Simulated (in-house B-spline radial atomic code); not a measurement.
Configurations of Ru5+, with energies counted from [Kr] 4d3. Level of theory: scalar-relativistic (X2C) TPSSh, spin-polarised, spherical fractional occupations, exact exchange averaged over the configuration, Fermi nucleus of rms radius 4.4809 fm; calculated with a B-spline radial code for spherical atoms. Shells without spins written out take the highest spin.

Occupations are held fixed; configurations that lie above the ionisation limit could autoionise.

```tsv
configuration	E - E(ref) (eV)	highest orbital	its <r> (bohr)
[Kr] 4d2 4f1	39.853	4f up	2.112
[Ar] 3d10 4s2 4p5 4d3 4f1	82.825	4f up	2.037
[Ar] 3d9 4s2 4p6 4d4	284.16	4d up	1.253
[Ar] 3d9 4s2 4p6 4d3 5s1	305.68	5s up	2.15
```

Problem. Order these further configurations by energy, lowest first.
A. [Ar] 3d9 4s2 4p6 4d3 5f1
B. [Kr] 4d2 5p1
C. [Ar] 3d9 4s2 4p6 4d3 5p1
D. [Kr] 4d2 5f1
E. [Ar] 3d10 4s2 4p5 4d3 5p1

Solution. B (27.872 eV), D (53.096 eV), E (71.326 eV), C (314.96 eV), A (340.69 eV).
